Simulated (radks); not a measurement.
Valence configurations of Ni IV (all share [Ar]). Calculated with a radial shooting solver on a logarithmic mesh with Libxc functionals: Dirac Kohn-Sham, PBE, spin-unpolarised, spherical densities, finite nucleus; open shells fill j = l - 1/2 first; Fermi nuclear charge, rms radius 3.7757 fm. Energies are relative to 3d7; eigenvalues in eV.

3d7: E (eV) 0.000; e(3d3/2) -47.190; e(3d5/2) -46.919
3d6 4p1: E (eV) 24.305; e(3d3/2) -56.323; e(3d5/2) -56.029; e(4p1/2) -28.524
3d5 4s2: E (eV) 37.502; e(3d3/2) -63.781; e(3d5/2) -63.464; e(4s1/2) -38.935
3d5 4s1 4p1: E (eV) 46.339; e(3d3/2) -64.930; e(3d5/2) -64.612; e(4p1/2) -30.710; e(4s1/2) -39.575
3d6 4s1: E (eV) 15.974; e(3d3/2) -55.121; e(3d5/2) -54.828; e(4s1/2) -36.186
3d5 4p2: E (eV) 55.229; e(3d3/2) -66.055; e(3d5/2) -65.737; e(4p1/2) -31.278
3d4 4s1 4p2: E (eV) 84.001; e(3d3/2) -75.248; e(4p1/2) -33.376; e(4s1/2) -42.795
3d4 4p3: E (eV) 93.774; e(3d3/2) -76.379; e(4p1/2) -33.921; e(4p3/2) -33.591
3d6.5 4s0.5: E (eV) 7.334; e(3d3/2) -51.058; e(3d5/2) -50.776; e(4s1/2) -34.833
3d3.5 4s0.5 4p3: E (eV) 111.15; e(3d3/2) -81.189; e(4p1/2) -34.940; e(4p3/2) -34.592; e(4s1/2) -44.658

NIST lists [Ar] 3d7 as the ground configuration; this level of theory agrees among the configurations tried. The energies are those of spherical spin-averaged densities, not of single terms.
